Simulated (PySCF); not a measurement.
## BHT (C15H24O): Chemical shifts up a ladder of levels

System: BHT (C15H24O), SMILES Cc1cc(C(C)(C)C)c(O)c(C(C)(C)C)c1.

Atom-mapped SMILES (hydrogens are numbered by the atom that bears them): [CH3:1][c:2]1[cH:3][c:4]([C:5]([CH3:6])([CH3:7])[CH3:8])[c:9]([OH:10])[c:11]([C:12]([CH3:13])([CH3:14])[CH3:15])[cH:16]1

GIAO shifts in ppm, gas phase, PySCF SCF with an in-house response code; 1H, 13C and 29Si against isolated TMS and 19F against isolated CFCl3 at the same level and kind of geometry; averaged over atoms that symmetry or fast rotation interchanges.

```
               atom  KT3/pcSseg-1 on GFN2-xTB  KT3/pcSseg-2 on PBE0-D3(BJ)
                 C1                      24.0                         23.4
                 C2                     121.7                        125.6
              C3/16                     118.5                        123.3
              C4/11                     127.9                        130.3
              C5/12                      37.6                         38.6
    C6/7/8/13/14/15                      30.6                         30.4
                 C9                     148.2                        152.0
             H on 1                      2.38                         2.29
          H on 3/16                      6.95                         6.94
H on 6/7/8/13/14/15                      1.49                         1.39
            H on 10                      5.28                         5.23
```

Question: What are the shifts at PBE0/pcSseg-2 on PBE0-D3(BJ)?

Answer: 
| atom | shift / ppm |
| --- | --- |
| C1 | 23.3 |
| C2 | 137.0 |
| C3/16 | 135.2 |
| C4/11 | 142.5 |
| C5/12 | 37.0 |
| C6/7/8/13/14/15 | 31.4 |
| C9 | 162.1 |
| H on 1 | 2.31 |
| H on 3/16 | 7.22 |
| H on 6/7/8/13/14/15 | 1.39 |
| H on 10 | 5.36 |
